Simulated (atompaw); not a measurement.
lead: one change to a PAW (atompaw) potential, before and after

```
Element                 : Pb
Generator               : atompaw 4.2.0.5
Type                    : PAW
Functional              : PBE
Relativity              : scalar-relativistic
Frozen core             : [Xe] 4f14 5d10
Valence charge          : 4
Reference configuration : 6s2 6p2
Partial waves           : 6s (bound): rc 1.65 bohr; 6s channel at 3.45 Ry: rc 2.55 bohr; 6p (bound): rc 2.55 bohr; 6p channel at 0.05 Ry: rc 2.55 bohr; 6d channel at 0.05 Ry: rc 2.40 bohr
Local potential         : bessel scheme, radius 2.55 bohr
Core correction         : smooth core density matched at 1.95 bohr
Augmentation charge     : sinc compensation charge, radius 1.90 bohr; PAW radius 2.55 bohr; waves and projectors: custom rrkj vanderbiltortho
```

Change: all radii scaled by about 0.97 (s 1.60, p 2.46, d 2.32 bohr); local potential bessel scheme, radius 2.46 bohr; augmentation sinc compensation charge, radius 1.84 bohr; PAW radius 2.46 bohr; waves and projectors: custom rrkj vanderbiltortho; core correction smooth core density matched at 1.88 bohr.

Cutoffs: the cutoffs (Ry, on a coarse ladder) from which the occupation-weighted sum of valence levels, in a spherical-Bessel basis at the reference potential, stays within 10 and 1 mRy of its value at 400 Ry; they do not see the model core or the augmentation charge, which bear on the density cutoff.

Q: What does the change do?

A: The potential gets harder (15 Ry and 30 Ry → 40 Ry and 60 Ry); the bound ghosts move from d to d, s. A smaller radius makes the pseudo-wave follow the all-electron one further in, where it bends more sharply, so more plane waves are needed.

```csv
quantity,base,changed
"cutoff, loose",15 Ry,40 Ry
"cutoff, tight",30 Ry,60 Ry
loose cutoff by channel (10 mRy a level),"s 12 Ry, p 6 Ry","s 35 Ry, p 6 Ry"
bound ghosts,d,"d, s"
lowest overlap eigenvalue by channel,"s 0.36, p 0.56, d 0.01","s 0.08, p 0.55, d 0.04"
```

 A true bound ghost makes a file unfit for plane-wave use even where its test errors are small: the radial tests pick states by their node count and pass the ghost by. The cutoffs see the waves, projectors and local potential, not the compensation charge or the core.
